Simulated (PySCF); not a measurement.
A PySCF script (with the pyscf-properties extension) for the NMR shieldings of SMILES CC[C@@H]1CB(Cl)C[C@@H]1Cl, C6H11BCl2, on a GFN2-xTB geometry:

```python
import basis_set_exchange as bse
import numpy as np
from pyscf import gto, dft
from pyscf.prop import nmr

atoms = """
C     2.513483    0.208654    0.655837
C     1.545253    0.217940   -0.521380
C     0.174979   -0.358639   -0.170277
C    -0.780269   -0.438423   -1.378112
B    -2.223195   -0.473629   -0.728281
Cl   -3.677062   -0.850251   -1.506771
C    -2.053059   -0.106467    0.809782
C    -0.610760    0.406547    0.902842
Cl   -0.605548    2.163522    0.553317
H     2.606241   -0.793091    1.070414
H     3.498008    0.538152    0.333017
H     2.172857    0.879363    1.440036
H     1.963551   -0.377606   -1.336165
H     1.426682    1.240564   -0.882635
H     0.316914   -1.371085    0.226749
H    -0.522404   -1.265534   -2.038981
H    -0.666589    0.471592   -1.975093
H    -2.145045   -1.003291    1.429447
H    -2.762112    0.615702    1.214868
H    -0.177073    0.306660    1.898352
"""
names = dict.fromkeys(["C", "B", "Cl", "H"], "pcSseg-1")
basis = {el: gto.basis.parse(bse.get_basis(n, elements=[el], fmt="nwchem")) for el, n in names.items()}
mol = gto.M(atom=atoms, basis=basis, charge=0, verbose=0)
mf = dft.RKS(mol, xc="PBE0")
mf.grids.level = 2
mf.grids.alignment = dft.numint.BLKSIZE   # the property module wants whole blocks of grid points
mf.conv_tol = 1e-9
mf.kernel()

calc = nmr.RKS(mf)   # GIAO
C = mf.mo_coeff
Co = C[:, mf.mo_occ > 0]
resp = mf.gen_response(singlet=True, hermi=2)
def vind(x):   # induced exchange potential for any number of trial vectors
    d = np.einsum("pi,xij,qj->xpq", C, 2 * x.reshape(-1, C.shape[1], Co.shape[1]), Co, optimize=True)
    return np.einsum("xpq,pi,qj->xij", resp(d - d.transpose(0, 2, 1)), C, Co, optimize=True).ravel()
mo1, _ = nmr.rhf.solve_mo1(calc, with_cphf=vind)
sigma = calc.kernel(mo1)
for i, s in enumerate(sigma):   # ppm
    w = np.linalg.eigvalsh((s + s.T) / 2)
    print("%2d %-2s iso %8.1f  s11 %8.1f  s22 %8.1f  s33 %8.1f" % (i, mol.atom_pure_symbol(i), w.mean(), *w))
```

Q: What does it print?

A: 
```
 0 C  iso    172.4  s11    159.5  s22    169.8  s33    188.0
 1 C  iso    156.2  s11    142.8  s22    150.9  s33    174.9
 2 C  iso    134.9  s11    114.9  s22    135.3  s33    154.3
 3 C  iso    150.8  s11    135.6  s22    142.1  s33    174.6
 4 B  iso     17.2  s11    -42.8  s22      3.0  s33     91.4
 5 Cl iso    700.9  s11    399.8  s22    632.4  s33   1070.5
 6 C  iso    142.1  s11    126.5  s22    135.8  s33    164.1
 7 C  iso    117.4  s11     86.0  s22    121.7  s33    144.6
 8 Cl iso    837.8  s11    653.7  s22    796.8  s33   1062.9
 9 H  iso     31.0  s11     26.6  s22     28.8  s33     37.6
10 H  iso     30.5  s11     25.6  s22     27.2  s33     38.7
11 H  iso     30.5  s11     24.9  s22     31.3  s33     35.2
12 H  iso     30.1  s11     23.9  s22     30.3  s33     36.2
13 H  iso     29.8  s11     26.4  s22     30.3  s33     32.6
14 H  iso     29.9  s11     26.7  s22     28.6  s33     34.4
15 H  iso     30.3  s11     25.3  s22     30.0  s33     35.7
16 H  iso     30.3  s11     26.1  s22     30.3  s33     34.5
17 H  iso     30.0  s11     25.1  s22     28.0  s33     36.8
18 H  iso     29.7  s11     24.8  s22     29.8  s33     34.6
19 H  iso     27.1  s11     24.6  s22     24.7  s33     31.9
```

These numbers come from an equivalent density-fitted implementation of the same equations, which agrees with the script to about 0.01 ppm for H and up to a few tenths of a ppm for heavy atoms, so last digits may differ.

Size and cost of the density-fitted run: 222 basis functions, 32 s wall time on 1 thread of an Intel Xeon 6975P-C, shared host; peak memory 1.1 GiB.
